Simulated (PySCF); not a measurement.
CH₄ClGaO, SMILES [CH3][Ga]([Cl])[OH].

Coordinates come from a TPSSh-D3(BJ)/def2-SVP optimisation. The structure was generated by enumeration; whether it is a known compound was not checked. Other conformers were not sampled.

These are TDA-B3LYP/def2-SVPD in PySCF 2.14.0 values and carry that method's errors.

Vertical excitations. Isolated molecule, no solvent.

Computed lowest excited states:
```json
[
 {"state": "S1", "energy (eV)": "6.36", "λ (nm)": "195", "f": "0.002", "main pairs": "HOMO→LUMO+1 98 %"},
 {"state": "S2", "energy (eV)": "6.41", "λ (nm)": "193", "f": "0.065", "main pairs": "HOMO→LUMO 85 %"},
 {"state": "S3", "energy (eV)": "6.45", "λ (nm)": "192", "f": "0.000", "main pairs": "HOMO−1→LUMO 97 %"},
 {"state": "S4", "energy (eV)": "6.85", "λ (nm)": "181", "f": "0.044", "main pairs": "HOMO−1→LUMO+1 61 %, HOMO−2→LUMO 17 %"},
 {"state": "S5", "energy (eV)": "6.97", "λ (nm)": "178", "f": "0.016", "main pairs": "HOMO−2→LUMO+1 53 %, HOMO−3→LUMO 45 %"},
 {"state": "S6", "energy (eV)": "7.11", "λ (nm)": "174", "f": "0.064", "main pairs": "HOMO−3→LUMO 51 %, HOMO−2→LUMO+1 44 %"},
 {"state": "S7", "energy (eV)": "7.35", "λ (nm)": "169", "f": "0.030", "main pairs": "HOMO−3→LUMO+1 41 %, HOMO−4→LUMO 30 %, HOMO−2→LUMO 24 %"},
 {"state": "S8", "energy (eV)": "7.46", "λ (nm)": "166", "f": "0.262", "main pairs": "HOMO−2→LUMO 48 %, HOMO−3→LUMO+1 20 %, HOMO−1→LUMO+1 14 %"},
 {"state": "S9", "energy (eV)": "7.49", "λ (nm)": "165", "f": "0.009", "main pairs": "HOMO−4→LUMO+1 96 %"},
 {"state": "S10", "energy (eV)": "7.83", "λ (nm)": "158", "f": "0.170", "main pairs": "HOMO−4→LUMO 45 %, HOMO−3→LUMO+1 25 %, HOMO→LUMO+3 14 %"},
 {"state": "T1", "energy (eV)": "5.94", "λ (nm)": "209", "f": "0", "main pairs": "HOMO→LUMO 92 %"},
 {"state": "T2", "energy (eV)": "6.13", "λ (nm)": "202", "f": "0", "main pairs": "HOMO−1→LUMO 69 %, HOMO→LUMO+1 22 %"},
 {"state": "T3", "energy (eV)": "6.18", "λ (nm)": "201", "f": "0", "main pairs": "HOMO−1→LUMO+1 85 %"},
 {"state": "T4", "energy (eV)": "6.19", "λ (nm)": "200", "f": "0", "main pairs": "HOMO→LUMO+1 73 %, HOMO−1→LUMO 21 %"}
]
```
Triplets are in the Tamm–Dancoff approximation.
